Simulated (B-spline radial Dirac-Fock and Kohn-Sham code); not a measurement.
Ionisation of each subshell: O²⁻

System: the O²⁻ ion, configuration 1s2 2s2 2p6, inside a Watson sphere of charge +2 and radius 1.207 Å (a model of the Madelung potential; inside it an electron's potential energy is lowered by 23.9 eV); nuclear rms radius 2.6991 fm (A = 16).

Method: Dirac-Fock energy differences between relaxed states, corrected for Breit and QED terms. Computed with an atomic code on a B-spline grid. Correlation energy is missing from these numbers. Energies are counted from the vacuum level.

All terms are in eV, carry their sign (relaxation lowers the binding energy) and add up to the binding energy; ⟨r⟩ is the mean radius of the orbital in the initial state.

```tsv
subshell	−ε (Koopmans)	relaxation	Breit	self-energy	vacuum polarisation	binding energy	⟨r⟩ (bohr)
K (1s)	557.4	-22.06	-0.16	-0.06	0.00	535.1	0.198
L1 (2s)	31.91	-3.28	0.00	0.00	0.00	28.63	1.228
L2 (2p1/2)	12.40	-2.70	0.00	0.00	0.00	9.70	1.518
L3 (2p3/2)	12.36	-2.69	0.00	0.00	0.00	9.68	1.521
```

For the deepest level, K (1s), the Breit terms make up -0.030 % of the binding energy, QED -0.010 % and orbital relaxation -4.122 %.

Spin-orbit splittings: 2p 0.02 eV.
